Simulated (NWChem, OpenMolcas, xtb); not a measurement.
## GeSe (Germanium monoselenide): the dipole moment, rung by rung

GeSe has 2 atoms, charge 0, and is taken as a singlet. SMILES: `[Ge-]#[Se+]`. Geometry: the measured bond length.

```xyz
2

Ge    0.0000    0.0000    0.0000
Se    0.0000    0.0000    2.1346
```

Each level gives the dipole moment (D). The values are calculated.

| level | kind | program | value (D) | CPU time |
| --- | --- | --- | --- | --- |
| GFN1-xTB | semi-empirical | xtb | 2.04 | under 2 s |
| HF/aug-cc-pVTZ | Hartree–Fock | OpenMolcas | 2.49 | 31 s |
| SVWN5/aug-cc-pVTZ | LDA | OpenMolcas | 1.59 | 38 s |
| PBE/aug-cc-pVTZ | GGA | OpenMolcas | 1.61 | 44 s |
| M06-L/aug-cc-pVTZ | meta-GGA | OpenMolcas | 1.60 | 54 s |
| PBE0/aug-cc-pVTZ | global hybrid | OpenMolcas | 1.85 | 44 s |
| CAM-B3LYP/aug-cc-pVTZ | range-separated hybrid | NWChem | 2.03 | 7.7 min |

All-electron rows without a relativistic Hamiltonian named are non-relativistic. The values span 1.59 to 2.49 D. Times are those of the runs behind each value, whatever else they computed, on shared processors of several kinds: orders of magnitude only.
